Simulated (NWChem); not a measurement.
# Total energies of iodine (I2)

SMILES: II
```xyz
2

I      0.0000     0.0000     1.3412
I      0.0000     0.0000    -1.3412
```
Charge 0, spin multiplicity 1.

Program: NWChem. Structure: optimised with PBE0/def2-SVP with def2 effective core potentials on I, a minimum by its harmonic frequencies.

Basis set: def2-QZVP (164 functions).

```tsv
method	total energy (Ha)	relative cost
RHF	-593.34308	1
MP2	-594.67233	4
B2PLYP	-595.20926	10
PBE	-595.41534	under 3
B3LYP	-595.62897	under 3
PBE0	-595.46378	under 3
```

Total energies of different functionals aren't comparable as a measure of quality: only differences taken within one method are. Costs are rough ratios of processor time within this set of runs, SCF included, with RHF as 1.

Effective core potentials replace the inner electrons of I; spin-orbit coupling is left out. The correlated methods keep 8 core orbitals frozen. B3LYP has NWChem's definition, with VWN1-RPA local correlation.
